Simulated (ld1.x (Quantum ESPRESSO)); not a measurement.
Transferability test, TM semilocal potential for Dy (Z = 66)

- Element: dysprosium
- Generator: ld1.x (Quantum ESPRESSO) 7.5
- Type: norm-conserving Troullier–Martins (semilocal form)
- Functional: PBE
- Relativity: scalar-relativistic
- Frozen core: [Kr] 4d10
- Valence charge: 20
- Reference configuration: 4f10 5s2 5p6 5d0 6s2 6p0
- Partial waves: 5s (bound): rc 2.00 bohr; 5d (bound, empty): rc 2.75 bohr; 4f (bound): rc 1.20 bohr; 5p (bound): rc 1.85 bohr
- Local potential: the p channel
- Core correction: none

Occupied shells without a wave of their own: 6s. They enter only through the test configuration that unscreens the potential.

Energies are relative to the spin-unpolarised reference configuration 4f10 5s2 5p6 5d0 6s2 6p0; without spin polarisation the order of configurations can differ from experiment. Not all tests gave a result: 1 of 7 tests not solved or not reliable. Left out of the table: 4f10 5s2 5p6 5d0 6s0 6p2 (solver errors, printed error -14.8 eV).

Task: Give the all-electron excitation energy and the error of the potential for: 4f10 5s2 5p6 5d0 6s1 6p0; 4f10 5s2 5p6 5d0 6s0 6p0; 4f9 5s2 5p6 5d0 6s0 6p0; 4f10 5s2 5p5 5d0 6s2 6p0; 4f8 5s2 5p6 5d0 6s0 6p0; 4f11 5s2 5p6 5d0 6s0 6p0.

Result:

```csv
valence configuration,charge,ΔE all-electron (eV),error AE − PS (meV)
4f10 5s2 5p6 5d0 6s1 6p0,+1,6.236,-884
4f10 5s2 5p6 5d0 6s0 6p0,+2,17.903,-2391
4f9 5s2 5p6 5d0 6s0 6p0,+3,43.562,-3950
4f10 5s2 5p5 5d0 6s2 6p0,+1,30.620,+14
4f8 5s2 5p6 5d0 6s0 6p0,+4,88.256,-5553
4f11 5s2 5p6 5d0 6s0 6p0,+1,8.010,-1172
```

Levels in the configuration 4f10 5s2 5p5 5d0 6s2 6p0:

```csv
level,all-electron (eV),pseudo (eV)
4f,-14.559,-14.207
5s,-60.319,-60.072
5p,-36.246,-36.127
6s,-10.406,-11.561
```

These tests converged, but a pseudo level misses the all-electron one widely, so the file describes the atom poorly there or has found another state: 4f10 5s2 5p6 5d0 6s1 6p0: empty 6p by 3.8 eV; 4f10 5s2 5p6 5d0 6s0 6p0: empty 6p by 7.1 eV; 4f9 5s2 5p6 5d0 6s0 6p0: empty 6s by 3.3 eV; 4f8 5s2 5p6 5d0 6s0 6p0: empty 6s by 5.3 eV (a node warning on the way); 4f11 5s2 5p6 5d0 6s0 6p0: empty 6p by 3.1 eV. The 6s level has no wave, so the channel is fitted at the deeper level alone: the likely source of the large errors.

A Bessel basis up to 400 Ry misses an occupied level by 0.04 Ry, so cutoffs and ghosts were not judged. The potential misses its own reference levels by up to 0.6 eV.
